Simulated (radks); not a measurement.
Fractional charge and spin in the 4p shell of ruthenium: the spin-up occupation runs from 2 to 3 and the spin-down occupation from 2 to 3; the fullest corner is Ru2+, [Ar] 3d10 4s2 4d(up 3, down 3) 4p(up 3, down 3). Calculated with a radial shooting solver on a logarithmic mesh with Libxc functionals: scalar-relativistic Kohn-Sham, SCAN, spin-polarised, spherical densities, finite nucleus; meta-GGA in the generalised Kohn-Sham scheme; Fermi nuclear charge, rms radius of each element as measured or else 0.836 A^(1/3) + 0.57 fm. Energy (eV) minus the two flat planes that join the four corners (they meet along the diagonal where the two added fractions sum to one electron); zero is where a piecewise linear energy would lie.

| down \ up | 2 | 2.5 | 3 |
|---|---|---|---|
| 2 | 0.000 | -2.026 | 0.000 |
| 2.5 | -2.026 | 0.450 | -1.860 |
| 3 | 0.000 | -1.860 | 0.000 |

Corners above the fullest one (they belong to Ru3+ and the next ion): (up 3, down 2) 75.205 eV, (up 2, down 3) 75.205 eV, (up 2, down 2) 167.71 eV. With half an added electron in each spin the energy lies 0.450 eV from the planes, and with half an added electron in spin up alone -2.026 eV. The planes are only a guide here: the flat-plane condition holds for ground states with one frontier orbital, while this shell lies below other occupied shells, so the corners above the fullest one are inner-hole states and not the ground states of those ions.
